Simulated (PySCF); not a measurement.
## Diatomics of Cd with group 13

r²SCAN with double-zeta basis sets in PySCF, for the lowest determinant that a PBE0 search found; no spin–orbit coupling. De refers to high-spin ground-configuration atoms. A positive dipole means M(−)Cd(+).

```csv
M,basis,state (unpaired electrons),Re (Å),ωe (cm⁻¹),De (eV),μ (D)
B,def2-SVP,doublet (π ↑),2.367,306,0.58,1.79
In,def2-SVP,doublet (π ↑),2.964,94.3,0.35,0.55
Tl,def2-SVP,doublet (π ↑),3.019,79.2,0.33,0.22
```

The shortest bond is that of CdB (2.367 Å), the longest that of TlCd (3.019 Å).

Down a group the atoms grow and get heavier, so bonds lengthen and wavenumbers fall; this series shows no clear exception.

Weak bonds: CdIn, TlCd. Basis-set superposition, not corrected here, can be much of De in a small basis, most of all at correlated wavefunction levels. Functionals without a dispersion term scatter widely for such bonds, and LDA overbinds them. Spin–orbit coupling is left out, which matters for elements this heavy, above all for dissociation energies. States were picked by a PBE0 search and need not be the measured ground states.
